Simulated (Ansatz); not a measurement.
ClH₅N₂Si₂. Charge 0, multiplicity 1. The bonds changed during the relaxation, so this is another structure than the one it started from.

Cartesian coordinates in Å:
```
N -0.696 1.960 0.476
Si -0.540 0.401 1.229
Cl -2.052 -0.862 0.293
N 0.766 -0.248 0.098
Si 0.900 -1.647 -0.753
H -0.988 2.050 -0.489
H -1.102 2.691 1.037
H 1.571 0.372 0.074
H -0.100 -2.715 -0.699
H 2.241 -2.001 -1.268
```

Q: Give the diagnostics of a CCSD(T)/def2-TZVPP run (frozen core, Ansatz). (An estimate is asked.)

A: Computed: T1 = 0.0262, largest single amplitude 0.120, largest double 0.059, (T) share of the correlation energy 4.4 %, 14 CCSD cycles. The RHF solution is stable towards an unrestricted one. T1 lies over the customary mark of 0.02 for closed shells.
